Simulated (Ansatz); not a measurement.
Geometry optimisation, Ansatz 0.2.0, RHF/def2-SVP.

Input file:

```yaml
crystal:
  periodic: [false, false, false]
  atoms:
    - { symbol: O, position_ang: [-1.0459, 1.2604, -0.9868] }
    - { symbol: Al, position_ang: [-0.0406, 0.8432, 0.4275] }
    - { symbol: Sb, position_ang: [0.5525, -1.6882, 0.8318] }
    - { symbol: Cl, position_ang: [-0.1418, -2.2976, -1.3382] }
    - { symbol: H, position_ang: [-2.0165, 1.2506, -0.6639] }
    - { symbol: H, position_ang: [-0.36259, 1.64309, -1.59239] }
    - { symbol: H, position_ang: [2.2522, -1.428, 0.2648] }
basis:
  gaussian: { orbitals: def2-SVP }
hamiltonian:
  xc: hf
relax:
  f_tol: 0.02
  max_steps: 50
output:
  orbitals: {}
```

Command:

```bash
$ ansatz run input.yaml --threads 1 --pin off --max-ram 2048MiB --backend cpu --events-out ev --progress --plain --runs-dir out
```

Question: Where does it end, and by what steps?

Answer: The run converged. After 20 steps the energy has fallen by 2.732 eV; H5 moved furthest, 1.64 Å.

```
step  energy less start (eV)  largest force component (eV/Å)  accepted
   0                  0.0000                           2.981       yes
   1                 -1.0979                           2.324       yes
   2                 -1.8413                           1.276       yes
   3                 -2.1114                           0.572       yes
   4                 -2.1519                           0.910       yes
   5                 -2.2777                           0.448       yes
   6                 -2.3387                           0.377       yes
   7                 -2.3521                           0.240       yes
   8                 -2.4095                           0.821       yes
   9                 -2.4403                           0.771       yes
  10                 -2.4896                           1.244       yes
  11                 -2.5510                           1.926       yes
  12                 -2.6439                           0.972       yes
  13                 -2.6978                           0.458       yes
  14                 -2.7044                           0.145       yes
  15                 -2.7295                           0.085       yes
  16                 -2.7306                           0.058       yes
  17                 -2.7162                           0.111        no
  18                 -2.7297                           0.192        no
  19                 -2.7320                           0.027       yes
  20                 -2.7321                           0.008       yes
```

```xyz
7
Properties=species:S:1:pos:R:3
O -0.761 1.120 -0.903
Al 0.230 1.337 0.864
Sb 0.405 -1.586 0.890
Cl -0.678 -1.874 -1.334
H -0.893 0.261 -1.328
H -1.072 1.822 -1.460
H 1.967 -1.496 0.213
```

Whether the end is a true minimum wasn't checked by a vibrational analysis.

Run time: 87 s on 1 thread of Intel(R) Xeon(R) Processor @ 2.70GHz, on a shared host, peak memory 0.2 GiB.
